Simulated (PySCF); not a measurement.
Cs(F) cation (CsF), SMILES [Cs][F] (connectivity only; charge and spin as stated), charge +1, multiplicity 2.

Geometry: PBE0-D3(BJ)/def2-TZVPD. The spin state was assumed, not searched. The def2 effective core potentials stand for the cores of Cs; spin–orbit coupling is left out.

Method: PySCF with PBE0-D3(BJ)/def2-TZVPD.

Frequencies are harmonic and unscaled.

Problem. List the normal modes with their intensities. (An estimate is asked for; the answer gives what the named calculation found.)

Solution. 
```csv
mode,ν (cm⁻¹),IR (km/mol),moving atoms (share of kinetic energy)
1,49,1.8,"F 87 %, Cs 13 %"
```
